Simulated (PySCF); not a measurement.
Predicted microwave data (PBE0-D3(BJ)/def2-SVP geometry optimisation, gas phase (PySCF)) for one isomer of CH7NO2Si2:

```
Rotational constants : A = 7523, B = 953.7, C = 910.4 MHz
Dipole components    : |μa| = 1.89 D, |μb| = 0.42 D, |μc| = 1.48 D
Inertial defect      : -41.97 u·Å²
κ                    : -0.99
```

**Question.** Which candidate fits, each taken in the one conformer that was computed?
A. `[O:1]=[CH:2][O:3][SiH2:4][NH:5][SiH3:6]` with O1–C2–O3–Si4 0°, C2–O3–Si4–N5 180°, O3–Si4–N5–Si6 -85°
B. `[NH2:1][Si@H:2]([CH:3]=[O:4])[O:5][SiH3:6]` with H–N1–Si2–C3 5° and -163°, N1–Si2–C3–O4 -3°, N1–Si2–O5–Si6 20°

**Answer.** A. It is O=CO[SiH2]N[SiH3], a near-prolate asymmetric top, point group C1. The candidates at the same level (rigid rotor, commonest isotopes):

```
             SMILES  A (MHz)  B (MHz)  C (MHz)  μa (D)  μb (D)  μc (D)  Δ (u·Å²)  point group                        rotor
N[Si@H](C=O)O[SiH3]     3696     1333     1219    0.48    1.39    0.13   -101.50           C1  near-prolate asymmetric top
  O=CO[SiH2]N[SiH3]     7523    953.7    910.4    1.89    0.42    1.48    -41.97           C1  near-prolate asymmetric top
```

`N[Si@H](C=O)O[SiH3]` has A 51 % too low. No structure here is proved a minimum.
